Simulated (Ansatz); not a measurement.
This geometry of BBrH$_{2}$S (5 atoms, charge 0, multiplicity 1) is a first-order saddle point.

The calculation used RKS PBE0-D4/def2-SVP (Ansatz).

```xyz
5
Properties=species:S:1:pos:R:3
B -0.391 -0.004 0.614
Br -0.211 -0.117 -1.778
S 1.197 0.175 1.106
H 0.969 0.052 -0.748
H -1.564 -0.107 0.806
```

**Question.** Which two structures does it join? (They come from a converged band through this point; their orientation in space is the band's.)

**Answer.** Bonds broken: B1–Br2, S3–H4. Bonds formed: Br2–H4. BBrH2S becomes BHS + BrH.

First end point:

```xyz
5
Properties=species:S:1:pos:R:3
B -0.540 -0.043 0.160
Br -0.839 -0.177 -1.719
S 1.064 0.151 0.896
H 1.798 0.163 -0.240
H -1.483 -0.094 0.903
```

Last end point:

```xyz
5
Properties=species:S:1:pos:R:3
B -0.457 0.024 1.235
Br 0.117 -0.126 -2.493
S 1.131 0.189 1.442
H 0.839 0.012 -1.269
H -1.629 -0.098 1.085
```

**Question.** How far does it lie above each of them?

**Answer.** 46.7 kcal/mol above the first and 12.5 kcal/mol above the second. This is the barrier of this one path; another mechanism may lie lower. The orbitals stay closed-shell, which can raise the energy where a bond breaks towards radicals; this wasn't checked here.

Run time: 120 s on 2 threads of Arm Neoverse V1, with other jobs on the host, peak memory 0.15 GiB.
